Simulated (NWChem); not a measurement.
System: AlNH₃Cl₂ cation, singlet

Input file for NWChem:

```
start job
memory heap 200 mb stack 900 mb global 1100 mb
charge 1
geometry units angstroms noautoz
  Al    -0.028633    -0.000058     0.002428
  Cl     0.726286    -1.902905     0.003159
  Cl     0.702685     1.912076     0.004343
  N     -2.015632    -0.016797    -0.004851
  H     -2.401418    -0.205192    -0.939803
  H     -2.418511     0.879588     0.296569
  H     -2.404564    -0.745422     0.607654
end
basis spherical
  Al library def2-tzvp
  Cl library def2-tzvp
  N library def2-tzvp
  H library def2-tzvp
end
dft
  xc becke97-2
  iterations 150
  mulliken
end
task dft energy
```

Output (shortened):

```
             Northwest Computational Chemistry Package (NWChem) 7.3.0
             --------------------------------------------------------

 C1  symmetry detected

                             Geometry "geometry" -> ""
                             -------------------------

 Output coordinates in angstroms (scale by  1.889725989 to convert to a.u.)

  No.       Tag          Charge          X              Y              Z
 ---- ---------------- ---------- -------------- -------------- --------------
    1 Al                  13.0000    -0.07400088     0.00088737     0.00111512
    2 Cl                  17.0000     0.67169871    -1.90559117    -0.00015921
    3 Cl                  17.0000     0.66656424     1.90945956    -0.00015984
    4 N                    7.0000    -2.06107092    -0.00623572     0.00078334
    5 H                    1.0000    -2.45102949    -0.19305584    -0.93275258
    6 H                    1.0000    -2.45855135     0.89218387     0.30331123
    7 H                    1.0000    -2.45138130    -0.73277647     0.61488531

 Effective nuclear repulsion energy (a.u.)     250.6703679929

                                 NWChem DFT Module
                                 -----------------

 Summary of "ao basis" -> "ao basis" (spherical)
 ------------------------------------------------------------------------------
       Tag                 Description            Shells   Functions and Types
 ---------------- ------------------------------  ------  ---------------------
 Al                        def2-tzvp                13       37   5s5p2d1f
 Cl                        def2-tzvp                13       37   5s5p2d1f
 N                         def2-tzvp                11       31   5s3p2d1f
 H                         def2-tzvp                 4        6   3s1p

            General Information
            -------------------
          SCF calculation type: DFT
          Wavefunction type:  closed shell.
          No. of atoms     :     7
          No. of electrons :    56
           Alpha electrons :    28
            Beta electrons :    28
          Charge           :     1
          Spin multiplicity:     1
          Use of symmetry is: off; symmetry adaption is: off
          Maximum number of iterations: 150
          AO basis - number of functions:   160
                     number of shells:    62
          Convergence on energy requested:  1.00D-06
          Convergence on density requested:  1.00D-05
          Convergence on gradient requested:  5.00D-04

              XC Information
              --------------
                   Becke 97-2 Method XC Functional
                     Hartree-Fock (Exact) Exchange  0.210
                 Becke 1997-2  Exchange Functional  1.000
                Becke 1997-2 Correlation Potential  1.000

             Grid Information
             ----------------
          Grid used for XC integration:  medium
          Radial quadrature: Mura-Knowles
          Angular quadrature: Lebedev.
          Tag              B.-S. Rad. Rad. Pts. Rad. Cut. Ang. Pts.
          ---              ---------- --------- --------- ---------
          Al                  1.25       88           9.0       590
          Cl                  1.00       88          11.0       590
          N                   0.65       49          10.0       434
          H                   0.35       45          11.0       434
          Grid pruning is: on
          Number of quadrature shells:   448
          Spatial weights used:  Erf1

      Superposition of Atomic Density Guess
      -------------------------------------

 Sum of atomic energies:       -1216.64118050

 Renormalizing density from      57.00 to     56

      Non-variational initial energy
      ------------------------------

 Total energy =   -1204.380979
 1-e energy   =   -2142.602422
 2-e energy   =     687.551075
 HOMO         =      -0.743217
 LUMO         =      -0.311455

     ---------------------------------------------
      Total Density - Mulliken Population Analysis
     ---------------------------------------------

    Atom       Charge   Shell Charges
 -----------   ------   -------------------------------------------------------
    1 Al  13    11.86   2.00  0.67  1.32  0.68  0.13  2.98  2.26  0.77  0.61  0.08  0.16  0.11  0.09
    2 Cl  17    17.34   2.01  0.46  1.51  1.22  0.72  4.26  1.64  1.25  3.09  1.17  0.01  0.02  0.00
    3 Cl  17    17.34   2.01  0.46  1.51  1.22  0.72  4.26  1.64  1.25  3.09  1.17  0.01  0.02  0.00
    4 N    7     7.69   0.82  1.16  0.58  0.79  0.15  1.63  1.88  0.67  0.00  0.01  0.00
    5 H    1     0.59   0.20  0.30  0.05  0.03
    6 H    1     0.59   0.20  0.30  0.05  0.03
    7 H    1     0.59   0.20  0.30  0.05  0.03

   convergence    iter        energy       DeltaE   RMS-Dens  Diis-err
 ---------------- ----- ----------------- --------- --------- ---------
 d= 0,ls=0.0,diis     1  -1219.2841996553 -1.47D+03  7.73D-03  3.09D+00
 d= 0,ls=0.0,diis     2  -1219.2939994995 -9.80D-03  5.43D-03  1.35D+00
 d= 0,ls=0.0,diis     3  -1219.4040546290 -1.10D-01  1.75D-03  1.74D-01
 d= 0,ls=0.0,diis     4  -1219.4261257100 -2.21D-02  2.99D-04  7.46D-03
 d= 0,ls=0.0,diis     5  -1219.4269008853 -7.75D-04  5.72D-05  4.88D-04
  Resetting Diis
 d= 0,ls=0.0,diis     6  -1219.4269459927 -4.51D-05  1.79D-05  3.56D-05
 d= 0,ls=0.0,diis     7  -1219.4269494090 -3.42D-06  7.54D-06  1.84D-06
 d= 0,ls=0.0,diis     8  -1219.4269493392  6.98D-08  4.12D-06  2.41D-06

         Total DFT energy =    -1219.426949339199
      One electron energy =    -2173.409142164706
           Coulomb energy =      786.513790178848
    Exchange-Corr. energy =      -83.201965346286
 Nuclear repulsion energy =      250.670367992944

 Numeric. integr. density =       55.999999930474

                       DFT Final Molecular Orbital Analysis
                       ------------------------------------

 Vector   26  Occ=2.000000D+00  E=-5.215963D-01
              MO Center=  5.7D-01,  3.2D-02,  5.8D-04, r^2= 4.5D+00
   Bfn.  Coefficient  Atom+Function         Bfn.  Coefficient  Atom+Function
  ----- ------------  ---------------      ----- ------------  ---------------
    89      0.374531  3 Cl px                52      0.368103  2 Cl px
    92      0.196355  3 Cl px                55      0.193608  2 Cl px
    86      0.167866  3 Cl px                49      0.165079  2 Cl px
    80     -0.139405  3 Cl px                43     -0.137060  2 Cl px
    90     -0.084723  3 Cl py                53      0.082728  2 Cl py

 Vector   27  Occ=2.000000D+00  E=-5.153040D-01
              MO Center=  6.2D-01, -8.8D-03, -3.8D-05, r^2= 4.5D+00
   Bfn.  Coefficient  Atom+Function         Bfn.  Coefficient  Atom+Function
  ----- ------------  ---------------      ----- ------------  ---------------
    54      0.393302  2 Cl pz                91     -0.391134  3 Cl pz
    57      0.210160  2 Cl pz                94     -0.208761  3 Cl pz
    51      0.176667  2 Cl pz                88     -0.175651  3 Cl pz
    45     -0.146489  2 Cl pz                82      0.145656  3 Cl pz
    48     -0.067721  2 Cl pz                85      0.067332  3 Cl pz

 Vector   28  Occ=2.000000D+00  E=-5.117319D-01
              MO Center=  6.0D-01, -2.7D-02,  1.0D-04, r^2= 4.6D+00
   Bfn.  Coefficient  Atom+Function         Bfn.  Coefficient  Atom+Function
  ----- ------------  ---------------      ----- ------------  ---------------
    52      0.344896  2 Cl px                89     -0.338805  3 Cl px
    53      0.193591  2 Cl py                90      0.191466  3 Cl py
    55      0.188868  2 Cl px                92     -0.186015  3 Cl px
    49      0.159099  2 Cl px                86     -0.156502  3 Cl px
    43     -0.130306  2 Cl px                80      0.128101  3 Cl px

 Vector   29  Occ=0.000000D+00  E=-2.312126D-01
              MO Center= -5.4D-01, -1.2D-02,  3.6D-02, r^2= 4.8D+00
   Bfn.  Coefficient  Atom+Function         Bfn.  Coefficient  Atom+Function
  ----- ------------  ---------------      ----- ------------  ---------------
     5      0.811295  1 Al s                116     -0.634927  4 N  s
     4      0.466743  1 Al s                145      0.297242  5 H  s
     3     -0.234742  1 Al s                157      0.213067  7 H  s
   115     -0.205653  4 N  s                 79     -0.188912  3 Cl s
    90      0.179955  3 Cl py                93      0.180117  3 Cl py

 Vector   30  Occ=0.000000D+00  E=-2.190004D-01
              MO Center= -1.3D-01,  1.3D-02, -5.5D-02, r^2= 3.8D+00
   Bfn.  Coefficient  Atom+Function         Bfn.  Coefficient  Atom+Function
  ----- ------------  ---------------      ----- ------------  ---------------
    20      0.596149  1 Al pz                17      0.580268  1 Al pz
    57     -0.208241  2 Cl pz                94     -0.208975  3 Cl pz
    91     -0.165383  3 Cl pz                54     -0.162246  2 Cl pz
   145      0.129209  5 H  s                157     -0.120855  7 H  s
     8     -0.117829  1 Al pz               144      0.101499  5 H  s

 Vector   31  Occ=0.000000D+00  E=-1.648587D-01
              MO Center= -1.4D+00, -1.1D-03,  3.7D-03, r^2= 6.4D+00
   Bfn.  Coefficient  Atom+Function         Bfn.  Coefficient  Atom+Function
  ----- ------------  ---------------      ----- ------------  ---------------
   116      1.337231  4 N  s                151     -0.614882  6 H  s
   157     -0.603621  7 H  s                145     -0.596695  5 H  s
     4      0.439694  1 Al s                 18      0.375308  1 Al px
    15      0.222540  1 Al px               123     -0.219969  4 N  px
   114      0.178216  4 N  s                  3     -0.148461  1 Al s

     ---------------------------------------------
      Total Density - Mulliken Population Analysis
     ---------------------------------------------

[...]
```

Level: B97-2/def2-TZVP. Low-valent species are run as closed-shell singlets; no triplet was tried in these runs. Structure relaxed at the B3LYP/6-31G* (spherical d) level.
